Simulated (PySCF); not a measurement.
O₃S, charge -1, multiplicity 2. Atoms are numbered in the order given.

```xyz
4

O      1.2843     0.7415    -0.1571
S      0.0000     0.0000     0.2357
O      0.0000    -1.4830    -0.1571
O     -1.2843     0.7415    -0.1571
```
Charge -1, spin multiplicity 2.

Geometry: PBE-D3(BJ)/def2-SVPD. The spin state was assumed, not searched.

The numbers are results of PBE-D3(BJ)/def2-SVPD (PySCF), not measurements.

Frequencies are harmonic and unscaled.

Modes within 1.5 cm⁻¹ of each other (mostly degenerate sets) share a row, with their intensities summed.

Computed normal modes with their intensities:
| mode | ν (cm⁻¹) | IR (km/mol) | moving atoms (share of kinetic energy) |
|---|---|---|---|
| 1–2 | 412 | 17.7 | O 87 %, S 13 % |
| 3 | 509 | 21.4 | O 51 %, S 49 % |
| 4 | 873 | 7.9 | O 89 %, S 11 % |
| 5–6 | 1025 | 519.6 | O 56 %, S 44 % |
